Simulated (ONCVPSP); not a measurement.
What one change does to a pseudopotential (arsenic (As), ONCV)

arsenic, optimised norm-conserving Vanderbilt (ONCV), made with ONCVPSP 4.0.1 (PBE, scalar-relativistic). Core [Ne], reference 3s2 3p6 3d10 4s2 4p3. Waves: 3s+4s: rc 0.85 bohr, ncon 3, nbas 7, qcut 13.9 1/bohr, 2 projectors; 3p+4p: rc 1.15 bohr, ncon 4, nbas 7, qcut 13.4 1/bohr, 2 projectors; 3d: rc 1.15 bohr, ncon 4, nbas 9, qcut 13.6 1/bohr, 2 projectors, debl 3.3 Ha; f scattering state at 0.27 Ha: rc 1.05 bohr, ncon 4, nbas 7, qcut 10.3 1/bohr, 1 projector. Local part: polynomial inside 0.65 bohr (lpopt 5, dvloc0 4 Ha). Core correction: Teter function, fcfact 5.25, rcfact 1.55.

Change: p: qcut 9.8.

Cutoffs: the cutoffs (Ha) at which the residual kinetic energy of the hardest occupied pseudo-wave falls to 1 and 0.1 mHa per electron; they do not see the model core or the augmentation charge, which bear on the density cutoff. Errors are all-electron minus pseudo energies relative to the spin-unpolarised reference configuration.

Q: How do hardness, ghosts and transferability respond?

A: The potential gets harder (78 Ha and 86 Ha → 78 Ha and 103 Ha); of the 4 tests that both files solve, the error grows in 0 and shrinks in 4 by more than 15 % and 0.3 meV (median size 9.6 → 1.8 meV); neither file shows a bound ghost.

```tsv
quantity	base	changed
cutoff, loose	78 Ha	78 Ha
cutoff, tight	86 Ha	103 Ha
loose cutoff by channel	s 73 Ha, p 61 Ha, d 78 Ha	s 73 Ha, p 47 Ha, d 78 Ha
bound ghosts	none	none
GHOST(+) flags under 300 eV	none	none
error for 3s2 3p6 3d10 4s2 4p2, meV [ΔE 9.15 eV]	-5.3	-0.8
error for 3s2 3p6 3d10 4s2 4p1, meV [ΔE 27.07 eV]	-14	-2.8
error for 3s2 3p6 3d10 4s2 4p0, meV [ΔE 54.77 eV]	-26	-6.3
error for 3s2 3p6 3d10 4s1 4p4, meV [ΔE 9.42 eV]	+3.3	-0.3
s: phases at 0.86 bohr within 0.05 rad from the reference energy up to (Ha; the scan ends near 5)	to the end of the scan	to the end of the scan
p: phases at 1.17 bohr within 0.05 rad from the reference energy up to (Ha; the scan ends near 5)	to the end of the scan	to the end of the scan
d: phases at 1.17 bohr within 0.05 rad from the reference energy up to (Ha; the scan ends near 5)	to the end of the scan	to the end of the scan
f: phases at 1.07 bohr within 0.05 rad from the reference energy up to (Ha; the scan ends near 5)	to the end of the scan	to the end of the scan
rms error of d²Exc/dni dnj with the model core, mHa	2.02	2.11
```
